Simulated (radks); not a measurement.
Results of a calculation; reference values are marked as such.
Polarisability of the scandium ion Sc+, [Ar] 3d1 4s1, at imaginary frequency. Level of theory: scalar-relativistic Kohn-Sham, LB94 model potential, spin-unpolarised, spherical densities, finite nucleus; Fermi nuclear charge, rms radius 3.5459 fm (a radial shooting solver on a logarithmic mesh with Libxc functionals). Response by self-consistent Sternheimer equations with the Hartree and adiabatic LDA kernel, the relativistic mass of each level held fixed and spin-orbit coupling left out.

w (hartree),alpha1(iw) (bohr^3)
0.00266,41.14
0.0143,40.86
0.0360,39.35
0.0697,35.18
0.118,27.95
0.186,19.62
0.280,12.74
0.413,8.131
0.605,5.274
0.892,3.452
1.35,2.166
2.12,1.203
3.59,0.5440
6.94,0.1844
17.5,0.03956

Static values: alpha1 = 41.15 bohr^3 (6.099 angstrom^3; uncoupled 57.79). C6 = 239.6, triple-dipole C9 = 6922 atomic units. One-pole (London) frequency 4 C6 / (3 alpha1^2) = 0.189 hartree, against 0.505 for minus the highest occupied eigenvalue.
